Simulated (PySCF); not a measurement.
SiBr₂, SMILES Br[Si]Br (connectivity only; charge and spin as stated), neutral, multiplicity 1.

The structure is a stationary point at B3LYP-D3(BJ)/def2-TZVP. The isomer is the one that the SMILES or the coordinates give; other isomers of the formula were not compared.

Two levels are set side by side: PBE/def2-TZVPD (PySCF) and PBE0/def2-TZVPD (PySCF). Same geometry, gas phase. Differences are taken from unrounded values.

```
quantity                      PBE0
---------------------------  -----
orbital gap (eV)              4.45
highest occupied level (eV)  -7.62
lowest empty level (eV)      -3.17
dipole moment (D)             0.96
mean polarisability (bohr³)   76.4
```

Task: What does PBE give, and how far is it from PBE0? (An estimate is asked for; the answer gives what the named calculation found.)

Result: 
```csv
quantity,PBE,PBE minus PBE0
orbital gap (eV),2.68,-1.77
highest occupied level (eV),-6.57,1.04
lowest empty level (eV),-3.89,-0.72
dipole moment (D),0.83,-0.13
mean polarisability (bohr³),79.3,2.9
```

PBE's occupied levels lie high since its potential decays too fast outside the molecule; exact exchange lowers them and widens the gap. Loosely held outer electrons make PBE densities more polarisable. Differences between two approximate levels are no errors against the true value.

Rough cost on one machine, each run with all the roots and properties that it gave: PBE0 against PBE within a factor of 2.
